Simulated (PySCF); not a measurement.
Compound: CH5BF2SSi.
Structure used (PBE0-D3(BJ)/def2-SVP), in Å, numbered top down from 1:
```
atom  x, y, z in Å
F1    -0.9342    1.7265   -0.1640
B2    -1.5416    0.5768   -0.4145
F3    -2.4603    0.5817   -1.3586
C4    -1.1316   -0.7155    0.3537
S5     0.3400   -1.3306   -0.5793
Si6    1.8559    0.0837    0.0098
H7    -0.8695   -0.5522    1.4088
H8    -1.8784   -1.5177    0.2845
H9     1.7247    0.3478    1.4738
H10    1.7860    1.3735   -0.7345
H11    3.1433   -0.6005   -0.2975
```

Jobs on this species (11 atoms, 64 electrons) with PySCF (density fitting). Hardware of each: an Arm Neoverse V1 with one thread, no GPU (shared host). Times come from a shared host and carry two figures at best. Peak memory is the resident size of the whole Python process, interpreter and libraries included.

```csv
level and settings,work,basis functions,SCF cycles,wall time,peak memory
"delta-SCF UKS B3LYP, pcX-2 on the ionised atom, pcseg-1 elsewhere, spin-free X2C","ΔSCF core ionisation, 7 holes",159,?,?,?
"delta-SCF UKS SCAN, pcX-2 on the ionised atom, pcseg-1 elsewhere, spin-free X2C","ΔSCF core ionisation, 7 holes",159,?,?,?
"PBE0-D3(BJ)/def2-SVP, grid level 1",geometry optimisation from a GFN2-xTB start shaken at random,117,56,50 s,0.51 GiB
"delta-SCF UKS SCAN, def2-TZVP on the ionised atom, pcseg-1 elsewhere, spin-free X2C","ΔSCF core ionisation, 7 holes",136,109,40 s,0.54 GiB
"delta-SCF UKS PBE0, pcX-2 on the ionised atom, pcseg-1 elsewhere, spin-free X2C","ΔSCF core ionisation, 7 holes",159,97,57 s,0.68 GiB
"delta-SCF UKS SCAN, pcX-2 on the ionised atom, pcseg-1 elsewhere, non-relativistic","ΔSCF core ionisation, 7 holes",159,108,41 s,0.60 GiB
"delta-SCF UKS PBE, pcX-2 on the ionised atom, pcseg-1 elsewhere, spin-free X2C","ΔSCF core ionisation, 7 holes",159,106,28 s,0.53 GiB
"delta-SCF UKS SCAN, pcX-1 on the ionised atom, pcseg-1 elsewhere, spin-free X2C","ΔSCF core ionisation, 7 holes",139,108,35 s,0.54 GiB
"delta-SCF UKS HF, pcX-2 on the ionised atom, pcseg-1 elsewhere, spin-free X2C","ΔSCF core ionisation, 7 holes",159,95,39 s,0.54 GiB
```

Task: Fill in the missing figures.

Result: 
- delta-SCF UKS B3LYP, pcX-2 on the ionised atom, pcseg-1 elsewhere, spin-free X2C; ΔSCF core ionisation, 7 holes: 59 s, 0.68 GiB, 96 SCF cycles
- delta-SCF UKS SCAN, pcX-2 on the ionised atom, pcseg-1 elsewhere, spin-free X2C; ΔSCF core ionisation, 7 holes: 44 s, 0.55 GiB, 108 SCF cycles

Task: What do all jobs in the table cost together?

Result: About 6.5 min; the longest takes about 15 % of that, and about 2.1 times as long as the shortest.
